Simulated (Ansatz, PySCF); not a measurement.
Positional isomers: trisilane hydroxy+silyl. Isolated molecules, 0 K electronic values unless said otherwise. One relaxed conformer stands for each flexible species; it need not be the lowest. Strings in code marks are SMILES.

Quantity: electronic energy of isomers of H10OSi4 relative to `O[SiH2][SiH]([SiH3])[SiH3]` (H–O–Si–Si torsion 180°, O–Si–Si–Si torsion -62°), in kJ/mol.

Level 1: frozen-core MP2/cc-pVTZ // PBE0-D3(BJ)/def2-TZVP (Ansatz, an electronic-structure program)
Level 2: PBE/6-31G* // PBE0-D3(BJ)/def2-TZVP (PySCF)
Level 3: HF/6-31G* // PBE0-D3(BJ)/def2-TZVP (PySCF)
Level 4: HF/STO-3G // PBE0-D3(BJ)/def2-TZVP (PySCF)

```csv
species,level 1,level 2,level 3,level 4
"`O[Si@@H]([SiH3])[SiH2][SiH3]` (H–O–Si–Si torsion 56°, Si–Si–Si–Si torsion 172°)",17.26,8.29,13.54,7.39
`O[SiH2][SiH2][SiH2][SiH3]`,5.42,2.11,3.41,3.54
`O[Si]([SiH3])([SiH3])[SiH3]` (H–O–Si–Si torsion 60°),21.16,10.85,23.46,14.19
```
